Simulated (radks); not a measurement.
Task: The nitrogen ion N3+, 4 electrons, occupied as [He] 2s2. All-electron calculation, non-relativistic Kohn-Sham, r2SCAN, spin-unpolarised, spherical densities, point nucleus; meta-GGA in the generalised Kohn-Sham scheme. Program: a radial shooting solver on a logarithmic mesh with Libxc functionals. Some entries of the table are withheld. Estimate them.

| orbital | occ. | eigenvalue (eV) | <r> (bohr) | r(max) (bohr) |
|---|---|---|---|---|
| 1s | 2 | (1) | (2) | 0.1483 |
| 2s | 2 | -68.4771 | (3) | (4) |
| 2p | 0 | (5) | 1.047 | (6) |

Result: 
(1) 1s eigenvalue (eV): -455.2273
(2) 1s <r> (bohr): 0.2283
(3) 2s <r> (bohr): 1.109
(4) 2s r(max) (bohr): 0.9268
(5) 2p eigenvalue (eV): -56.2607
(6) 2p r(max) (bohr): 0.8244
